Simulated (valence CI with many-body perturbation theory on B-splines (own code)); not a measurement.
The numbers below are computed, except where a source is named.
Zr XVIII: magnetic and hyperfine properties of the levels

Level of theory: relativistic CI+MBPT: five valence electrons over a frozen Dirac-Fock core [Ar], a basis of 7 s, 7 p, 8 d, 6 f, 4 g, 1 h functions for each j, with the one-electron correlation potential Σ1, the two-electron term Σ2, the three-electron term Σ3, Breit, model QED; selected CI, second order for the rest, scaled by the run's own slope (own B-spline code, finite nucleus).

No measured spectrum was set against this ion. As an estimate, terms of the open shell hold to 2 to 4 % of their energy, and close levels can change places. Only levels of the ground parity were solved; by the run's estimate the other parity begins above the list, which can be wrong where configurations are misplaced.

A/g_I is the dipole constant over the nuclear g factor μ/I (μ in nuclear magnetons, uniformly magnetised nucleus), B/Q the quadrupole constant per barn. Both hold the static response of the core; the bare values leave it out. Large factors of s and p1/2 electrons are usually good to 5 to 10 %; those of open d and f shells near neutrality can be off by tens of per cent, and small factors of p3/2, d and f electrons come from cancelling terms and can be off by a factor of two or in sign, in half-filled shells by more. B is blank for J = 1/2, where it vanishes, and for nearly pure S terms. Energies count from the lowest level.

Names give the largest LS component (configuration and term), which can be under half, so a name can repeat, a term be missing and a line seem to break the LS rules; names also repeat where a configuration has a term twice. Letters in brackets count levels of one name in rising energy.

```
         Level  E (cm⁻¹)      g  A/g_I (MHz)  A/g_I bare  B/Q (MHz/b)  B/Q bare
    3d5 6S_5/2         0  1.981         -572        53.3                       
3d5 4G_5/2 [a]     83065  0.919         4600        4590         3910      4020
    3d5 4G_7/2     89652  1.015         4460        4510         2370      2440
   3d5 4G_11/2     90135  1.257         4320        4500        -94.3     -92.8
    3d5 4G_9/2     92065  1.169         4140        4270         1770      1820
3d5 4G_5/2 [b]     92717  1.159         3180        3310         2690      2760
    3d5 4P_3/2     95020  1.486         3510        3830         3640      3740
    3d5 4P_1/2    100980  2.049        -2300       -1620                       
    3d5 4D_7/2    109880  1.382         2640        2910         1920      1970
    3d5 4D_5/2    117920  1.372         3560        3820        -1740     -1790
    3d5 4D_1/2    118500  0.597         9460        9240                       
    3d5 4D_3/2    121420  1.368         4190        4440        -1830     -1890
   3d5 2I_11/2    128810  0.955         5270        5280          583       599
   3d5 2I_13/2    134810  1.075         5110        5180        -21.9     -19.1
3d5 2F_5/2 [a]    139100  1.095         3760        3850         1530      1580
3d5 2D_3/2 [a]    141240  0.681         7770        7610         -470      -480
3d5 2F_7/2 [a]    142280  1.135         5160        5270        -4220     -4330
    3d5 4F_9/2    144910  1.197         4030        4180         47.4      40.0
    3d5 4F_5/2    153890  1.015         5080        5130        -4280     -4390
    3d5 2H_9/2    159930  1.073         4810        4890         1350      1380
3d5 2F_7/2 [b]    161520  1.179         3920        4060        -1380     -1420
    3d5 4F_3/2    164380  0.585         7980        7770         -953      -975
3d5 2G_7/2 [a]    168560  0.948         6260        6260        -2890     -2980
3d5 2F_5/2 [b]    174180  0.955         4160        4170         3480      3590
   3d5 2H_11/2    174570  1.068         4990        5060         -542      -555
3d5 2G_9/2 [a]    180940  1.078         4660        4740         -778      -805
3d5 2F_7/2 [c]    182660  1.144         4890        5000          909       942
3d5 2F_5/2 [c]    185000  1.006         4830        4870        -3190     -3280
    3d5 2S_1/2    193600  1.983         -838        -214                       
3d5 2D_3/2 [b]    215760  0.805         6150        6070        -1720     -1770
3d5 2D_5/2 [a]    222210  1.166         4150        4280        -1030     -1060
3d5 2G_9/2 [b]    240130  1.109         4570        4670        -2370     -2430
3d5 2G_7/2 [b]    242990  0.897         6090        6060         3250      3350
    3d5 2P_3/2    285360  1.276         4250        4450        -4180     -4300
    3d5 2P_1/2    291060  0.698          592         457                       
3d5 2D_5/2 [b]    314930  1.198         3570        3720        -1430     -1470
3d5 2D_3/2 [c]    319380  0.850         8140        8080         5510      5660
```

Problem. Take the isotope of mass number 91, with I = 5/2, μ = -1.3022 μN and Q = -0.176 b. What is the hyperfine structure of 3d5 4G_11/2?

Solution. From the table A = -2250 MHz, B = 16.6 MHz. Shifts from the centre of gravity in MHz: F = 3: 36600, F = 4: 27600, F = 5: 16300, F = 6: 2810, F = 7: -12900, F = 8: -30900.
